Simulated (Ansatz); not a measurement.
Method: frozen-core CCSD(T)/cc-pVDZ // B3LYP-D3(BJ)/def2-SVP in Ansatz (an electronic-structure program). The restricted HF reference is unstable towards unrestricted orbitals.

Ansatz 0.2 input:
```yaml
crystal:
  periodic: [false, false, false]
  atoms:
    - { symbol: O, position_ang: [-1.902139, -2.438765, 0.876303] }
    - { symbol: C, position_ang: [-1.709715, -1.291294, 0.549023] }
    - { symbol: C, position_ang: [-0.342355, -0.757687, 0.24209] }
    - { symbol: C, position_ang: [0.748444, -1.560513, 0.324191] }
    - { symbol: Si, position_ang: [2.261047, -0.542538, -0.127085] }
    - { symbol: C, position_ang: [1.212663, 0.994856, -0.41039] }
    - { symbol: C, position_ang: [-0.072219, 0.660211, -0.167227] }
    - { symbol: C, position_ang: [-1.204789, 1.647478, -0.29374] }
    - { symbol: F, position_ang: [-2.110182, 1.232797, -1.203019] }
    - { symbol: F, position_ang: [-1.860599, 1.785653, 0.876461] }
    - { symbol: F, position_ang: [-0.784934, 2.860912, -0.666712] }
    - { symbol: H, position_ang: [-2.556994, -0.574594, 0.462078] }
    - { symbol: H, position_ang: [0.625625, -2.605476, 0.616671] }
    - { symbol: H, position_ang: [3.241277, -0.39759, 0.984953] }
    - { symbol: H, position_ang: [2.963605, -1.018421, -1.35117] }
    - { symbol: H, position_ang: [1.491266, 2.004968, -0.712425] }
basis:
  gaussian: { orbitals: cc-pVDZ }
correlation:
  method: ccsd_t
```

Output:

```
Functional definition: HF
1705 factors; integrals over basis functions are off by at most 1.3e-3 eV
mean field evaluation 1: about -24270.7900 eV, gradient 5.7e1 eV
mean field evaluation 2: about -24271.2135 eV, gradient 5.8e1 eV
mean field evaluation 4: about -24278.7060 eV, gradient 6.9e0 eV
mean field evaluation 8: about -24278.8848 eV, gradient 5.5e-1 eV
mean field evaluation 16: about -24278.8874 eV, gradient 2.9e-6 eV
mean field evaluation 32: about -24270.4960 eV, gradient 6.4e0 eV
mean field -24278.88738176 eV, -892.2326544587 hartree, gradient 2.9e-6 eV, S^2 0.000000; 0 other end points of the search recorded, 0 dependent functions left out; unrestricted orbitals would lower it
15 core orbitals not correlated
reference -24278.88738176 eV, -892.2326544587 hartree; 30, 30 occupied and 138, 138 virtual orbitals, 1705 factors
second order -43.53408613 eV of doubles, -0.00000000 eV of singles
cycle   1  -43.58488534 eV  change   -5.1e-2 eV  update   1.6e-1
cycle   2  -44.73778949 eV  change    -1.2e0 eV  update   5.2e-2
cycle   3  -45.04937283 eV  change   -3.1e-1 eV  update   2.7e-2
cycle   4  -45.03593069 eV  change    1.3e-2 eV  update   7.2e-3
cycle   5  -45.03381038 eV  change    2.1e-3 eV  update   3.5e-3
cycle   6  -45.03587244 eV  change   -2.1e-3 eV  update   1.1e-3
cycle   7  -45.03557057 eV  change    3.0e-4 eV  update   5.4e-4
cycle   8  -45.03522507 eV  change    3.5e-4 eV  update   2.0e-4
cycle   9  -45.03527926 eV  change   -5.4e-5 eV  update   9.3e-5
cycle  10  -45.03535765 eV  change   -7.8e-5 eV  update   3.7e-5
cycle  11  -45.03531251 eV  change    4.5e-5 eV  update   1.5e-5
perturbative correction -1.51564982 eV, -0.0556991035 hartree
Total energy: -24325.43834408 eV, -893.9433707707 hartree
```

Cost: roughly 8 core-minutes.
